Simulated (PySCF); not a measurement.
CH4O4. Atoms are numbered in the order given.

```xyz
9

O      0.8699    -0.7711    -0.7554
C      0.0000     0.0000     0.0000
O     -0.7711    -0.8699     0.7554
O      0.7711     0.8699     0.7554
O     -0.8699     0.7711    -0.7554
H      0.3594    -1.5164    -1.1026
H     -1.5164    -0.3594     1.1026
H      1.5164     0.3594     1.1026
H     -0.3594     1.5164    -1.1026
```

Geometry: B3LYP-D3(BJ)/def2-SVP. Other conformers were not sampled.

Method: PBE/def2-TZVP run with PySCF.

ESP charges are fitted to the potential on shells at 1.4 to 2.0 van der Waals radii. Atomic charges (e):

```json
[
 {"atom": "O1", "Mulliken": "-0.38", "ESP fit": "-0.63", "IAO": "-0.54"},
 {"atom": "C2", "Mulliken": "0.26", "ESP fit": "0.71", "IAO": "0.70"},
 {"atom": "O3", "Mulliken": "-0.38", "ESP fit": "-0.63", "IAO": "-0.54"},
 {"atom": "O4", "Mulliken": "-0.38", "ESP fit": "-0.63", "IAO": "-0.54"},
 {"atom": "O5", "Mulliken": "-0.38", "ESP fit": "-0.63", "IAO": "-0.54"},
 {"atom": "H6", "Mulliken": "0.32", "ESP fit": "0.45", "IAO": "0.37"},
 {"atom": "H7", "Mulliken": "0.32", "ESP fit": "0.45", "IAO": "0.37"},
 {"atom": "H8", "Mulliken": "0.32", "ESP fit": "0.45", "IAO": "0.37"},
 {"atom": "H9", "Mulliken": "0.32", "ESP fit": "0.45", "IAO": "0.37"}
]
```

**Question.** Give the Mayer and Wiberg (Löwdin basis) orders of the bonds. (Estimate from the structure and the level; the computed values follow.)

**Answer.** 
| bond | Mayer | Wiberg |
|---|---|---|
| O1–C2 | 1.19 | 1.65 |
| C2–O3 | 1.19 | 1.65 |
| C2–O4 | 1.19 | 1.65 |
| C2–O5 | 1.19 | 1.65 |
| O1–H6 | 0.88 | 0.99 |
| O3–H7 | 0.88 | 0.99 |
| O4–H8 | 0.88 | 0.99 |
| O5–H9 | 0.88 | 0.99 |
